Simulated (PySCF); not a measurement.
PySCF input (BP86/def2-SVP):

```python
from pyscf import gto, dft

mol = gto.M(
    atom='''
    N     0.02965800    1.57863600   -0.55059800
    Si   -0.17442500    0.08708400    0.28068700
    N    -0.89357700   -0.94432500   -0.88466100
    N     1.14702200   -0.82892100    0.89070600
    H     0.12508600    2.44042700   -0.03793400
    H     0.49570500    1.62459800   -1.44332600
    H    -0.93018300    0.46686300    1.50097000
    H    -0.99170800   -1.92976200   -0.70330600
    H    -1.61008800   -0.59735500   -1.50096300
    H     1.54359600   -0.61600000    1.79182200
    H     1.82781800   -1.24567100    0.27498400
    ''',
    basis='def2-svp',
    charge=0,
    spin=0,
    verbose=4,
)

mf = dft.RKS(mol, xc='bp86')
mf.grids.level = 3
mf.conv_tol = 1e-9
mf.max_cycle = 100
mf.max_memory = 1500
mf.kernel()
if not mf.converged:
    mf = mf.newton()
    mf.kernel(mf.make_rdm1())
mf.dip_moment()
```

Output:

```
PySCF version 2.14.0

[INPUT] verbose = 4
[INPUT] num. atoms = 11
[INPUT] num. electrons = 42
[INPUT] charge = 0
[INPUT] spin (= nelec alpha-beta = 2S) = 0
[INPUT] symmetry False subgroup None
[INPUT] Mole.unit = angstrom
[INPUT] Symbol           X                Y                Z      unit          X                Y                Z       unit  Magmom
[INPUT]  1 N      0.029658000000   1.578636000000  -0.550598000000 AA    0.056045497402   2.983189690379  -1.040479424733 Bohr   0.0
[INPUT]  2 Si    -0.174425000000   0.087084000000   0.280687000000 AA   -0.329615479277   0.164564909832   0.530421556726 Bohr   0.0
[INPUT]  3 N     -0.893577000000  -0.944325000000  -0.884661000000 AA   -1.688615801210  -1.784515622580  -1.671767003084 Bohr   0.0
[INPUT]  4 N      1.147022000000  -0.828921000000   0.890706000000 AA    2.167557438851  -1.566433668901   1.683190397507 Bohr   0.0
[INPUT]  5 H      0.125086000000   2.440427000000  -0.037934000000 AA    0.236378282017   4.611738656994  -0.071684870809 Bohr   0.0
[INPUT]  6 H      0.495705000000   1.624598000000  -1.443326000000 AA    0.936746688578   3.070045282516  -2.727490848464 Bohr   0.0
[INPUT]  7 H     -0.930183000000   0.466863000000   1.500970000000 AA   -1.757791115726   0.882243207693   2.836422221188 Bohr   0.0
[INPUT]  8 H     -0.991708000000  -1.929762000000  -0.703306000000 AA   -1.874056515540  -3.646721665593  -1.329055721763 Bohr   0.0
[INPUT]  9 H     -1.610088000000  -0.597355000000  -1.500963000000 AA   -3.042625356449  -1.128837349140  -2.836408993106 Bohr   0.0
[INPUT] 10 H      1.543596000000  -0.616000000000   1.791822000000 AA    2.916973686974  -1.164071292732   3.386052843970 Bohr   0.0
[INPUT] 11 H      1.827818000000  -1.245671000000   0.274984000000 AA    3.454075425550  -2.353977031313   0.519644448637 Bohr   0.0

nuclear repulsion = 185.182967036678
number of shells = 47
number of NR pGTOs = 157
number of NR cGTOs = 95
basis = def2-svp
ecp = {}

******** <class 'pyscf.dft.rks.RKS'> ********
method = RKS
initial guess = minao
damping factor = 0
level_shift factor = 0
DIIS = <class 'pyscf.scf.diis.CDIIS'>
diis_start_cycle = 1
diis_space = 8
diis_damp = 0
SCF conv_tol = 1e-09
SCF conv_tol_grad = None
SCF max_cycles = 100
direct_scf = True
direct_scf_tol = 1e-13
XC library pyscf.dft.libxc version 7.1.2
    S. Lehtola, C. Steigemann, M. J. T. Oliveira, and M. A. L. Marques,  SoftwareX 7, 1–5 (2018)
XC functionals = bp86
    A. D. Becke,  Phys. Rev. A 38, 3098 (1988)
    J. P. Perdew,  Phys. Rev. B 33, 8822 (1986)
    J. P. Perdew,  Phys. Rev. B 34, 7406–7406 (1986)
radial grids:
    Treutler-Ahlrichs [JCP 102, 346 (1995); DOI:10.1063/1.469408] (M4) radial grids

becke partition: Becke, JCP 88, 2547 (1988); DOI:10.1063/1.454033
pruning grids: <function nwchem_prune>
grids dens level: 3
symmetrized grids: False
atomic radii adjust function: <function treutler_atomic_radii_adjust>
small_rho_cutoff = 0
Set gradient conv threshold to 3.16228e-05
Initial guess from minao.
tot grids = 129544
init E= -458.030824769897
  HOMO = -0.31146608856153  LUMO = -0.0119378299139221  gap/eV = 8.15058
cycle= 1 E= -457.699776752476  delta_E= 0.331  |g|= 0.827  |ddm|= 3.18
  HOMO = -0.0602663479786534  LUMO = 0.0838565805346372  gap/eV = 3.92178
cycle= 2 E= -457.402153635225  delta_E= 0.298  |g|=  1.4  |ddm|= 2.13
  HOMO = -0.188500283248802  LUMO = 0.0384044524949609  gap/eV = 6.17439
cycle= 3 E= -457.848409357127  delta_E= -0.446  |g|= 0.0659  |ddm|= 1.51
  HOMO = -0.188944027082295  LUMO = 0.0407459075081977  gap/eV = 6.25018
cycle= 4 E= -457.849514191527  delta_E= -0.0011  |g|= 0.0356  |ddm|= 0.13
  HOMO = -0.185456630382339  LUMO = 0.0408926015466142  gap/eV = 6.15928
cycle= 5 E= -457.849776298488  delta_E= -0.000262  |g|= 0.0133  |ddm|= 0.0416
  HOMO = -0.186318165901245  LUMO = 0.040720441740937  gap/eV = 6.17804
cycle= 6 E= -457.849817816268  delta_E= -4.15e-05  |g|= 0.0021  |ddm|= 0.0138
  HOMO = -0.186447730993492  LUMO = 0.0406044504379071  gap/eV = 6.17840
cycle= 7 E= -457.849818930815  delta_E= -1.11e-06  |g|= 0.000419  |ddm|= 0.00317
  HOMO = -0.186450081530951  LUMO = 0.0406022967859241  gap/eV = 6.17841
cycle= 8 E= -457.849818995756  delta_E= -6.49e-08  |g|= 0.0001  |ddm|= 0.000664
  HOMO = -0.186456879864608  LUMO = 0.040596856928985  gap/eV = 6.17845
cycle= 9 E= -457.849818998308  delta_E= -2.55e-09  |g|= 1.02e-05  |ddm|= 0.000116
  HOMO = -0.186457792837629  LUMO = 0.0405966192853793  gap/eV = 6.17847
cycle= 10 E= -457.849818998342  delta_E= -3.41e-11  |g|= 1.35e-06  |ddm|= 1.71e-05
  HOMO = -0.186457698736882  LUMO = 0.0405966900128822  gap/eV = 6.17846
Extra cycle  E= -457.849818998339  delta_E= 3.52e-12  |g|= 9.9e-07  |ddm|= 2.85e-06
converged SCF energy = -457.849818998339
Dipole moment(X, Y, Z, Debye):  1.07707,  0.10528, -0.65921
```

The geometry given is a B3LYP-D3(BJ)/def2-TZVP minimum.
